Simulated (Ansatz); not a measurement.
Ansatz results at the PBE0-D4/def2-TZVP geometry: HOMO–LUMO gap (PBE/def2-TZVPP) 6.42 eV; size of the dipole moment (ωB97M-V/def2-TZVPP) 1.96 D; HOMO–LUMO gap (ωB97M-V/def2-TZVPP) 12.66 eV.

Each molecule was computed in one conformer, which needn't be the lowest.

Question: Which molecule gave them?
A. `C[C@H]1[SiH2][C@@H]1C#N`
B. `Cl[SiH]1CO1`
C. `O[SiH](O)CF`
D. `OC(O)(F)[SiH3]`

Answer: D. The others give `Cl[SiH]1CO1`: 5.41, 1.77, 11.59; `C[C@H]1[SiH2][C@@H]1C#N`: 4.95, 4.87, 10.71; `O[SiH](O)CF`: 6.11, 1.63, 12.62.
